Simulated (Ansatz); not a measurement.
The cluster CuF₂. Charge 0, multiplicity 2. Geometry PBE-D4/def2-TZVP, basis def2-TZVP, Ansatz.

| atom | x (Å) | y (Å) | z (Å) |
| --- | --- | --- | --- |
| Cu1 | 0.000 | 0.000 | 0.000 |
| F2 | 1.086 | -1.351 | -0.124 |
| F3 | -1.086 | 1.351 | 0.124 |

```tsv
run	HOMO (eV)	LUMO (eV)
A	-10.04	-6.02
B	-8.25	-7.41
C	-9.15	-6.73
D	-8.49	-7.41
E	-7.70	-7.67
F	-12.61	-3.74
```

HOMO above LUMO, or a gap near zero within one spin, warns that the state may not be the lowest or that an electron is smeared out. The structure comes from a short search, and lower isomers may exist.

HOMO and LUMO are taken over both spins.

Task: The runs used B97M-V, PBE, PBE0, r2SCAN, r2SCANh, ωB97M-V. Estimate which is which.

Result: A PBE0 (25 % exact exchange); B r2SCAN (0 % exact exchange); C r2SCANh (10 % exact exchange); D B97M-V (0 % exact exchange); E PBE (0 % exact exchange); F ωB97M-V (range-separated). Exact exchange lowers occupied and raises empty levels; among semilocal functionals meta-GGAs tend to open the gap a little, and such runs are hard to tell apart. The gap grows from 0.03 eV (PBE) to 8.87 eV (ωB97M-V). At PBE-D4/def2-TZVP the gap within one spin of the charge 0 doublet nearly closes, so an electron or hole may be smeared out by delocalisation error.
